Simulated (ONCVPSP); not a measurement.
**Scattering properties, ONCV potential for Au (Z = 79)**

| Item | Value |
| --- | --- |
| Element | gold |
| Generator | ONCVPSP 4.0.1 |
| Type | optimised norm-conserving Vanderbilt (ONCV) |
| Functional | PBEsol |
| Relativity | fully relativistic |
| Frozen core | [Kr] 4d10 4f14 |
| Valence charge | 19 |
| Reference configuration | 5s2 5p6 5d10 6s0.5 (charge +0.5) |
| Partial waves | 5s+6s: rc 1.55 bohr, ncon 3, nbas 7, qcut 7.2 1/bohr, 2 projectors; 5p: rc 1.25 bohr, ncon 4, nbas 7, qcut 5.6 1/bohr, 2 projectors, debl 2.3 Ha; 5d: rc 1.25 bohr, ncon 4, nbas 7, qcut 7.6 1/bohr, local |
| Local potential | the d channel |
| Core correction | none |

Open shells are filled in proportion to 2j + 1.

The phase is arctan(r·R′/R) of the radial function R(r), unwrapped; energies in Ha, scanned from -6 to 5 Ha. A pole is an energy at which the radial function vanishes at the test radius. The pseudo phase is shifted by a multiple of π to meet the all-electron one at the reference energy, and phase errors are pseudo minus all-electron; the curves can meet again beyond the range given. Levels narrower than the energy grid can be missing from the lists of poles. Where the grid stepped over a known ghost or core level, its pole and its step of π were put in at the level’s energy.

| channel | radius (bohr) | reference energy (Ha) | poles, all-electron | poles, pseudo | unbroken range about the reference energy with phases within 0.05 rad | phase error 1 Ha above the reference energy (rad) |
| --- | --- | --- | --- | --- | --- | --- |
| s | 1.58 | -0.35 | -3.73 | -3.75, -0.57 | -0.5 to 0.3 | +0.114 |
| p3/2 | 1.27 | -2.19 | 0.75 | 0.75 | the whole range | -0.000 |
| p1/2 | 1.27 | -2.79 | -0.61 | -0.61 | the whole range | -0.000 |
| d5/2 | 1.27 | -0.38 | 4.22 | 3.85 | above -1.0 | -0.019 |
| d3/2 | 1.27 | -0.44 | 3.89 | 3.85 | above -0.4 | +0.024 |

Note: ghosts flagged at negative energy: s at -15.5 eV; no localised positive-energy state flagged. A true bound ghost makes a file unfit for plane-wave use. The potential misses its own reference levels by up to 1.0 eV.

Phases in the s channel:

```tsv
E (Ha)	all-electron	pseudo
-5.96	1.200	4.323
-5.40	1.077	4.191
-4.84	0.588	3.675
-4.28	-1.177	1.963
-3.72	-1.575	1.562
-3.16	-1.700	1.432
-2.60	-1.777	1.349
-2.04	-1.847	1.276
-1.48	-1.926	1.192
-0.92	-2.033	1.077
-0.36	-2.202	-2.200
0.20	-2.510	-2.481
0.76	-3.073	-2.933
1.32	-3.716	-3.495
1.88	-4.108	-3.917
2.44	-4.312	-4.163
3.00	-4.431	-4.310
3.56	-4.507	-4.404
4.12	-4.561	-4.469
4.68	-4.602	-4.517
```
